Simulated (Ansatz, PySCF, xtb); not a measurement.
Barrier from R1 to the saddle point P1, each structure at its B3LYP-D3(BJ)/def2-TZVP stationary point, reached from a drawn start; harmonic modes at that level show the others as minima.
R1, BiH3 (SMILES [BiH3]) (charge 0, multiplicity 1):
```xyz
4

Bi     0.000     0.000     0.771
H      1.473     0.000    -0.257
H     -0.737     1.276    -0.257
H     -0.737    -1.276    -0.257
```
P1, BiH3, a first-order saddle point (one imaginary mode, 1600i cm⁻¹) (charge 0, multiplicity 1):
```xyz
4

Bi     0.00000     0.00000     0.00000
H      1.70874     0.00000     0.00000
H     -0.85437     1.47981     0.00000
H     -0.85437    -1.47981     0.00000
```

P less R. No zero-point or thermal terms; no spin–orbit coupling. No path was followed down from the saddle.

Frozen-core correlation throughout. In cc and def2 sets filled d and f shells under p-block atoms count as core. CBS: X⁻³ extrapolation of the correlation energy, Hartree–Fock from the larger set.

Codes used: Ansatz (Gaussian basis) for Hartree–Fock, density functionals and correlated methods; PySCF for the D3/D4 terms; xtb for the GFN methods. Each number belongs to the level named beside it. Elements past Kr take the def2 small-core potentials, without spin–orbit coupling.

```tsv
level	barrier height (kcal/mol)
GFN2-xTB	103.23
revPBE-D3(BJ)/def2-TZVPP	61.23
r2SCAN-D3(BJ)/def2-TZVPP	60.35
B3LYP-D4/def2-TZVPP	61.35
BHLYP-D4/def2-TZVPP	60.72
B2PLYP-D4/def2-TZVPP	60.46
MP2/def2-SVP	?
MP2/def2-QZVPP	?
CCSD(T)/CBS(def2-TZVPP, def2-QZVPP)	?
```

### Question
Some entries are withheld; supply them.

### Answer

- MP2/def2-SVP, barrier height (kcal/mol): 61.69
- MP2/def2-QZVPP, barrier height (kcal/mol): 58.33
- CCSD(T)/CBS(def2-TZVPP, def2-QZVPP), barrier height (kcal/mol): 58.45

Ansatz is a first-principles code.
